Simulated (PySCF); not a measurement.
Job file and geometry (Å, from GFN2-xTB) of an NMR shielding run on SMILES [SiH3]C#CBN([SiH3])[SiH3], C2H10BNSi3, GIAO PBE0/pcSseg-1 NMR shielding, non-relativistic, gas phase in PySCF 2.14.0, density-fitted response routines; density fitting, a coarse starting grid and PySCF grid level 2 are the driver's defaults:

```
$ OMP_NUM_THREADS=1 python probes_run.py task.json out

{"job": {"kind": "nmr", "xc": "PBE0", "basis": "pcSseg-1"}, "charge": 0, "multiplicity": 1}
Si     3.788663    -1.123550     0.447395
C      2.212855    -0.213295     0.150731
C      1.172204     0.381153    -0.043890
B     -0.118977     1.133797    -0.293807
N     -1.354731     0.577801     0.109073
Si    -1.360346    -0.988569     0.912887
Si    -2.875396     1.415409    -0.140395
H      4.583145    -0.378763     1.429839
H      3.477105    -2.462353     0.961660
H      4.520629    -1.229287    -0.819816
H     -0.085885     2.182276    -0.822876
H     -2.766232    -1.317148     1.163499
H     -0.754103    -1.976741     0.020838
H     -0.631707    -0.871963     2.176939
H     -2.617037     2.632128    -0.904491
H     -3.761804     0.516187    -0.884413
H     -3.435380     1.734947     1.176379
```

Question: What does the program print?

Answer: 
```
coarse grid: 15392 points
cycle   1  E = -1029.6059860949  dE =  3.911e-01  |g| = 4.638e-01  |ddm| = 3.772e+00
cycle   2  E = -1029.5653539782  dE =  4.063e-02  |g| = 6.181e-01  |ddm| = 1.016e+00
cycle   3  E = -1029.6522098140  dE = -8.686e-02  |g| = 1.453e-01  |ddm| = 5.950e-01
cycle   4  E = -1029.6567951750  dE = -4.585e-03  |g| = 5.584e-02  |ddm| = 1.454e-01
cycle   5  E = -1029.6574610945  dE = -6.659e-04  |g| = 2.465e-02  |ddm| = 5.299e-02
cycle   6  E = -1029.6576099104  dE = -1.488e-04  |g| = 3.855e-03  |ddm| = 2.205e-02
cycle   7  E = -1029.6576138420  dE = -3.932e-06  |g| = 6.016e-04  |ddm| = 4.581e-03
final grid: 134120 points
cycle   8  E = -1029.6945507107  dE = -1.947e-05  |g| = 5.103e-03  |ddm| = 2.849e-02
cycle   9  E = -1029.6945446523  dE =  6.058e-06  |g| = 7.340e-03  |ddm| = 1.115e-02
cycle  10  E = -1029.6945566665  dE = -1.201e-05  |g| = 1.113e-03  |ddm| = 6.044e-03
cycle  11  E = -1029.6945569465  dE = -2.800e-07  |g| = 3.960e-04  |ddm| = 1.259e-03
cycle  12  E = -1029.6945569795  dE = -3.298e-08  |g| = 1.771e-04  |ddm| = 3.759e-04
cycle  13  E = -1029.6945569875  dE = -8.076e-09  |g| = 2.396e-05  |ddm| = 1.473e-04
cycle  14  E = -1029.6945569877  dE = -1.417e-10  |g| = 5.390e-06  |ddm| = 3.024e-05
converged SCF energy = -1029.6945569877

GIAO shielding tensors (ppm)
atom      isotropic    diamagn.    paramagn.     s11        s22        s33       span
  0 Si     448.936     882.567    -433.632    440.780    442.981    463.046     22.266
  1 C       65.388     266.771    -201.382    -11.956      3.521    204.600    216.556
  2 C       60.845     263.259    -202.415    -48.192    -39.062    269.788    317.981
  3 B       64.048     198.802    -134.754     27.579     52.808    111.758     84.179
  4 N      160.288     331.666    -171.377     24.548    170.482    285.835    261.287
  5 Si     401.777     881.833    -480.056    373.895    377.425    454.011     80.115
  6 Si     384.901     879.099    -494.198    323.858    375.215    455.629    131.772
  7 H       27.357      28.534      -1.177     24.056     25.694     32.321      8.264
  8 H       27.375      29.700      -2.325     23.739     26.342     32.045      8.306
  9 H       27.353      28.669      -1.316     23.993     25.672     32.394      8.401
 10 H       26.589      31.833      -5.244     24.222     26.891     28.655      4.433
 11 H       27.077      30.395      -3.318     23.446     26.546     31.239      7.794
 12 H       26.709      31.830      -5.120     23.485     25.626     31.016      7.531
 13 H       26.769      31.359      -4.590     23.687     25.379     31.241      7.554
 14 H       26.800      28.458      -1.658     23.528     25.689     31.185      7.657
 15 H       26.853      28.552      -1.699     23.385     25.403     31.770      8.385
 16 H       26.845      28.145      -1.300     23.383     25.178     31.974      8.591
```

Size and cost of the density-fitted run: 190 basis functions, 72 s wall time on 1 thread of an Arm Neoverse N1, shared host; peak memory 0.84 GiB.
